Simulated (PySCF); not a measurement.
SMILES [CH3][Al]([CH3])/[CH]=[CH]/[Ge]([Cl])([Cl])[Cl] (C4H8AlCl3Ge), GFN2-xTB optimised geometry.

```
17

Ge    -0.17     0.17     0.00
Cl    -0.76     2.24     0.00
Cl     1.98     0.17     0.00
Cl    -0.79    -0.65     1.88
C     -0.96    -0.87    -1.54
C     -1.75    -1.92    -1.40
Al    -2.43    -2.82    -3.07
C     -1.84    -1.99    -4.77
C     -3.61    -4.40    -2.79
H     -0.67    -0.48    -2.51
H     -1.98    -2.24    -0.39
H     -2.26    -2.52    -5.64
H     -2.15    -0.95    -4.87
H     -0.75    -2.01    -4.89
H     -3.26    -5.29    -3.32
H     -3.67    -4.66    -1.72
H     -4.64    -4.23    -3.12
```

Density from CAM-B3LYP/def2-SVP (PySCF 2.14.0) at that geometry.

Minimum of the electron density along straight lines between bonded atoms, close to the bond critical point (lines longer than 1.1 times the sum of covalent radii, or with two minima, are not listed):

```csv
bond,length / Å,ρ at the minimum / e bohr⁻³,∇²ρ there / e bohr⁻⁵,position (fraction from the first atom)
Ge1–Cl2,2.153,0.101,0.13,0.44
Ge1–Cl3,2.152,0.101,0.13,0.44
Ge1–Cl4,2.145,0.102,(withheld),0.44
Ge1–C5,2.016,0.121,(withheld),0.48
C5–C6,1.326,0.342,-0.92,0.52
C6–Al7,2.013,(withheld),0.29,0.60
Al7–C8,1.986,0.080,0.31,0.40
Al7–C9,1.984,0.080,0.31,0.40
C5–H10,1.082,0.282,-1.09,0.64
C6–H11,1.091,0.275,-1.03,0.64
C8–H12,1.095,0.266,-0.93,0.63
C8–H13,1.096,0.264,-0.92,0.62
C8–H14,1.096,0.264,-0.92,0.62
C9–H15,1.095,0.264,-0.92,0.62
C9–H16,1.097,0.265,-0.92,0.63
C9–H17,1.095,0.264,-0.92,0.62
```

Task: Fill in the missing entries.

Result: 
- Ge1–Cl4, ∇²ρ there / e bohr⁻⁵: 0.14
- Ge1–C5, ∇²ρ there / e bohr⁻⁵: -0.03
- C6–Al7, ρ at the minimum / e bohr⁻³: 0.074
